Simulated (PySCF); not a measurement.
Computed properties of CdSe, SMILES [Se]=[Cd]

CdSe, SMILES [Se]=[Cd]. The structure is a stationary point at PBE0-D3(BJ)/def2-TZVP. The def2 effective core potentials stand for the cores of Cd; spin–orbit coupling is left out. Other conformers were not sampled. All values are computed for the isolated molecule unless a solvent is named; none is compared with measurement here.

**Structure.** The optimised structure has C∞v symmetry. All 1 harmonic modes at PBE0-D3(BJ)/def2-TZVP (PySCF) are real, so it is a minimum.

**Vibrations.** The strongest infrared lines (harmonic, unscaled, degenerate partners summed) lie at 263 cm⁻¹ (2 km/mol, Se 59 %, Cd 41 %). The softest mode is at 263 cm⁻¹ and the zero-point energy is 0.4 kcal/mol.

**Electronic structure.** ωB97X/def2-TZVPD (PySCF) places the frontier levels at -8.27 and -2.38 eV, a gap of 5.89 eV, and gives a dipole moment of 6.03 D and a mean polarisability of 79.6 bohr³.

**Excitations.** TDA-CAM-B3LYP/def2-TZVPD (PySCF) has S1 at 0.70 eV (1781 nm, f = 0.004, weak); the most intense of the 10 singlets computed lies at 6.36 eV (f = 1.37). Strengths of degenerate partners are summed. T1 (TDA) is at 0.16 eV, 0.54 eV under S1.
